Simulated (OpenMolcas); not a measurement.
Ir5+ (d4) among equal point charges was computed by CASSCF with the d shell active (OpenMolcas, ANO-RCC-VDZP on the metal). Its lowest spin-free states, and all those of the highest spin:

```json
{"2S+1": "5", "Degeneracy": "1", "E (cm-1)": "0.0"}
{"2S+1": "5", "Degeneracy": "1", "E (cm-1)": "992.6"}
{"2S+1": "5", "Degeneracy": "1", "E (cm-1)": "2428"}
{"2S+1": "5", "Degeneracy": "2", "E (cm-1)": "2964"}
{"2S+1": "3", "Degeneracy": "2", "E (cm-1)": "19116"}
{"2S+1": "3", "Degeneracy": "1", "E (cm-1)": "19279"}
{"2S+1": "3", "Degeneracy": "1", "E (cm-1)": "20049"}
{"2S+1": "3", "Degeneracy": "1", "E (cm-1)": "20416"}
{"2S+1": "3", "Degeneracy": "2", "E (cm-1)": "21304"}
{"2S+1": "3", "Degeneracy": "1", "E (cm-1)": "21464"}
{"2S+1": "3", "Degeneracy": "1", "E (cm-1)": "21493"}
{"2S+1": "3", "Degeneracy": "2", "E (cm-1)": "21566"}
```

Problem. Is the site octahedral, tetrahedral or cube-like, axial, or of lower symmetry?

Solution. The states with 2S+1 = 5 have orbital degeneracies 1, 1, 1, 2. There are pairs but no triples, so the site is axial: not cubic, but with a proper or improper axis of order three or more. The run had Ir5+ among 6 point charges of -1.1 e arranged as a tetragonal octahedron (D4h), 2.26 Å from the ion, with the axial distance 2.350 Å.

Spin-orbit coupling mixes the spin-free states strongly: the lowest level takes only 22 % from its leading state, 5E, which lies 2964 cm-1 above the lowest spin-free state. Without dynamic correlation the repulsion within the d shell is too large (B by tens of per cent), so at a given field states of lower spin stand too high. Point charges give a weaker field than real ligands, and real ions of this kind are as a rule low spin; the high spin found here belongs to the model. The ground term spreads over less than 5000 cm-1, several times less than with real ligands, so orbital moments are less quenched and χT lies further from the spin-only value than at real sites. This is an electrostatic model: the charges have no orbitals. No measured value stands beside these numbers.
